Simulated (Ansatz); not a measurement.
One change: `F[SiH2]N[SiH2][SiH3]` becomes `O[SiH2]N[SiH2][SiH3]`.

Ansatz, PBE0-D4/def2-TZVP geometries, multiplicity 1. Each molecule was computed in one conformer, which needn't be the lowest.

```json
{"property": "size of the dipole moment (PBE/def2-TZVPP) / D", "`F[SiH2]N[SiH2][SiH3]`": "1.60"}
{"property": "LUMO energy (B3LYP/def2-TZVPP) / eV", "`F[SiH2]N[SiH2][SiH3]`": "-0.56"}
{"property": "size of the dipole moment (ωB97M-V/def2-TZVPP) / D", "`F[SiH2]N[SiH2][SiH3]`": "1.64"}
{"property": "HOMO–LUMO gap (ωB97M-V/def2-TZVPP) / eV", "`F[SiH2]N[SiH2][SiH3]`": "11.04"}
{"property": "HOMO–LUMO gap (PBE/def2-TZVPP) / eV", "`F[SiH2]N[SiH2][SiH3]`": "5.20"}
{"property": "HOMO energy (ωB97M-V/def2-TZVPP) / eV", "`F[SiH2]N[SiH2][SiH3]`": "-9.74"}
```

(1) Give the same properties after the change, and the shifts. (Estimate.)

Answers

(1) The calculation gave: 
```json
{"property": "size of the dipole moment (PBE/def2-TZVPP) / D", "`O[SiH2]N[SiH2][SiH3]`": "1.01", "shift": "-0.59"}
{"property": "LUMO energy (B3LYP/def2-TZVPP) / eV", "`O[SiH2]N[SiH2][SiH3]`": "-0.45", "shift": "0.11"}
{"property": "size of the dipole moment (ωB97M-V/def2-TZVPP) / D", "`O[SiH2]N[SiH2][SiH3]`": "1.04", "shift": "-0.60"}
{"property": "HOMO–LUMO gap (ωB97M-V/def2-TZVPP) / eV", "`O[SiH2]N[SiH2][SiH3]`": "11.49", "shift": "0.45"}
{"property": "HOMO–LUMO gap (PBE/def2-TZVPP) / eV", "`O[SiH2]N[SiH2][SiH3]`": "5.34", "shift": "0.14"}
{"property": "HOMO energy (ωB97M-V/def2-TZVPP) / eV", "`O[SiH2]N[SiH2][SiH3]`": "-10.11", "shift": "-0.37"}
```

With PBE0 the HOMO falls by 0.18 eV and the LUMO rises by 0.10 eV, so the gap widens by about 0.28 eV. PBE moves the HOMO by -0.03 eV and ωB97M-V by -0.37 eV. Dipoles are sizes alone; their direction can turn.

B3LYP here is the variant with VWN-RPA as its local correlation; programs differ in this.
